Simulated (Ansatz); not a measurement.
One change: `C[CH2][Al]([NH2])[NH2]` becomes `C[CH2][Al]([NH2])[CH](C)C`.

Ansatz, PBE0-D4/def2-TZVP geometries, multiplicity 1. Each molecule was computed in one conformer, which needn't be the lowest.

```tsv
property	`C[CH2][Al]([NH2])[NH2]`
HOMO energy (PBE0/def2-TZVPP) / eV	-6.75
LUMO energy (B3LYP/def2-TZVPP) / eV	0.02
LUMO energy (PBE0/def2-TZVPP) / eV	0.33
HOMO energy (B3LYP/def2-TZVPP) / eV	-6.50
size of the dipole moment (ωB97M-V/def2-TZVPP) / D	0.62
HOMO–LUMO gap (ωB97M-V/def2-TZVPP) / eV	10.86
```

(1) What does the change do to each property? (Estimate.)

Answers

(1) Ansatz gave: 
```tsv
property	`C[CH2][Al]([NH2])[CH](C)C`	shift
HOMO energy (PBE0/def2-TZVPP) / eV	-6.70	0.05
LUMO energy (B3LYP/def2-TZVPP) / eV	0.03	0.01
LUMO energy (PBE0/def2-TZVPP) / eV	0.27	-0.06
HOMO energy (B3LYP/def2-TZVPP) / eV	-6.51	-0.01
size of the dipole moment (ωB97M-V/def2-TZVPP) / D	0.71	0.09
HOMO–LUMO gap (ωB97M-V/def2-TZVPP) / eV	10.60	-0.26
```

With PBE0 the HOMO rises by 0.05 eV and the LUMO falls by 0.06 eV, so the gap narrows by about 0.11 eV. PBE moves the HOMO by -0.15 eV and ωB97M-V by 0.24 eV. Dipoles are sizes alone; their direction can turn.

B3LYP here is the variant with VWN-RPA as its local correlation; programs differ in this.
